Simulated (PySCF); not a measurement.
# Radial density of Au (gold, neutral)

UHF, [Xe] 4f14 5d10 6p1, 2P determinant (an excited configuration). Computed with PySCF 2.14 in aug-cc-pwCVTZ-PP with ECP60MDF (8s8p7d4f3g, 122 functions), with a scalar-relativistic core potential. This is the valence pseudo-density: the core potential removes the inner electrons and smooths the orbitals near the nucleus.

```tsv
r (bohr)	4πr²ρ (e/bohr)	4πr²(ρα − ρβ)
0.137	0.0001112	0.0000
0.231	0.003405	0.0000
0.389	0.2484	0.0002
0.654	7.480	0.0049
1.10	16.45	-0.0402
1.85	5.294	0.0362
3.11	0.7571	0.2102
5.23	0.1888	0.1780
8.80	0.03473	0.0347
14.8	0.0005445	0.0005
```

Energies and moments cover only the electrons outside the core potential. Spin-orbit coupling, absent here, splits the open shell strongly.

Where is the radial spin density 4πr²(ρα − ρβ) most negative, and why is it negative at all?

Around r = 1.10 bohr, down to -0.0402 e/bohr: exchange with the open shell polarises the paired shells in an unrestricted calculation.
